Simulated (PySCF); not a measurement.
## Levels of Cl¹²⁺ from EOM-EA-GCCSD

Reference: closed-shell Cl¹³⁺, [He] 2s2; one electron is added. Calculated with PySCF 2.14, two-component X2C-1e with screened spin-orbit coupling, an even-tempered Gaussian basis (18 s from 0.5 bohr⁻², ratio 2.6; 11 p from 0.65 bohr⁻², ratio 2.6; 7 d from 0.66 bohr⁻², ratio 2.8; 4 f from 15 bohr⁻², ratio 2.8); frozen nothing; the 30 highest virtual spinors dropped; of the others 56 kept and the rest restored at second order. No Breit or QED terms. Binding energies in eV.

```csv
level,Koopmans,second order,EOM-CCSD
2p1/2,656.61,657.55,656.68
2p3/2,654.31,655.27,654.49
```

For comparison, the ionisation energy of Cl¹²⁺ is 656.3 ± 0.12 eV (semi-empirical (NIST evaluation); NIST Atomic Spectra Database, ionization energies).

Only part of the computed levels is shown.

The screened spin-orbit operator tends to give fine-structure splittings of light species too large.
